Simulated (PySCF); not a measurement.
Cl⁺ (chlorine, charge +1) across methods

[Ne] 3s2 3p3 3d1, high-spin 5D determinant (an excited configuration). Calculation: PySCF 2.14, in aug-cc-pwCVTZ (8s7p5d3f, 75 functions); no relativity, point nucleus.

```json
{"method": "PBE", "E (hartree)": "-459.0027", "mean ε 3s β (eV)": "-31.124", "mean ε 3p α (eV)": "-22.702", "mean ε 3d α (eV)": "-6.206", "Σ⟨r²⟩ (bohr²)": "23.34", "⟨S²⟩": "6.000"}
{"method": "PBE0", "E (hartree)": "-459.0383", "mean ε 3s β (eV)": "-32.595", "mean ε 3p α (eV)": "-24.618", "mean ε 3d α (eV)": "-7.268", "Σ⟨r²⟩ (bohr²)": "23.24", "⟨S²⟩": "6.001"}
{"method": "wB97X", "E (hartree)": "-459.1710", "mean ε 3s β (eV)": "-35.279", "mean ε 3p α (eV)": "-27.031", "mean ε 3d α (eV)": "-9.287", "Σ⟨r²⟩ (bohr²)": "23.05", "⟨S²⟩": "6.001"}
{"method": "BP86", "E (hartree)": "-459.2252", "mean ε 3s β (eV)": "-31.394", "mean ε 3p α (eV)": "-22.730", "mean ε 3d α (eV)": "-6.282", "Σ⟨r²⟩ (bohr²)": "23.37", "⟨S²⟩": "6.001"}
{"method": "r2SCAN", "E (hartree)": "-459.1545", "mean ε 3s β (eV)": "-31.119", "mean ε 3p α (eV)": "-23.409", "mean ε 3d α (eV)": "-6.321", "Σ⟨r²⟩ (bohr²)": "23.25", "⟨S²⟩": "6.001"}
{"method": "TPSSh", "E (hartree)": "-459.2033", "mean ε 3s β (eV)": "-31.629", "mean ε 3p α (eV)": "-23.643", "mean ε 3d α (eV)": "-6.665", "Σ⟨r²⟩ (bohr²)": "23.19", "⟨S²⟩": "6.001"}
{"method": "LDA", "E (hartree)": "-457.6850", "mean ε 3s β (eV)": "-31.416", "mean ε 3p α (eV)": "-22.704", "mean ε 3d α (eV)": "-6.139", "Σ⟨r²⟩ (bohr²)": "23.45", "⟨S²⟩": "6.000"}
{"method": "UHF", "E (hartree)": "-458.57911", "mean ε 3s β (eV)": "-35.285", "mean ε 3p α (eV)": "-29.653", "mean ε 3d α (eV)": "-10.092", "Σ⟨r²⟩ (bohr²)": "23.27", "⟨S²⟩": "6.001"}
```

Q: Estimate the same row for revPBE.

A: E (hartree) = -459.1124; mean ε 3s β (eV) = -31.018; mean ε 3p α (eV) = -22.689; mean ε 3d α (eV) = -6.207; Σ⟨r²⟩ (bohr²) = 23.31; ⟨S²⟩ = 6.001.

The outer electron is Rydberg-like, and this basis confines it to a smaller radius and binds it less than a complete one would.
